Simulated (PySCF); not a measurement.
Radial density of Zn⁺ (zinc, charge +1)

MN15, [Ar] 3d10 4s1, 2S determinant. All numbers are calculated (PySCF 2.14, the spin-free X2C one-electron Hamiltonian (Gaussian nucleus), in cc-pVDZ-DK (6s5p3d1f, 43 functions)).

```tsv
r (bohr)	4πr²ρ (e/bohr)	4πr²(ρα − ρβ)
0.000893	0.2894	0.0001
0.00150	0.7200	0.0003
0.00253	1.753	0.0008
0.00425	4.114	0.0019
0.00715	9.096	0.0042
0.0120	18.08	0.0080
0.0202	29.91	0.0121
0.0340	36.68	0.0102
0.0572	31.38	-0.0003
0.0963	31.68	0.0085
0.162	42.02	0.0276
0.272	25.01	-0.0287
0.458	22.24	0.0269
0.771	19.76	-0.0142
1.30	5.184	0.2254
2.18	1.073	0.4853
3.67	0.1814	0.1524
6.17	0.002402	0.0024
```

Densities and radii are taken from the X2C orbitals without a picture-change correction, which distorts them close to the nucleus.

(1) Where is the radial spin density 4πr²(ρα − ρβ) most negative, and why is it negative at all?

## Answers

(1) Around r = 0.272 bohr, down to -0.0287 e/bohr: exchange with the open shell polarises the paired shells in an unrestricted calculation.
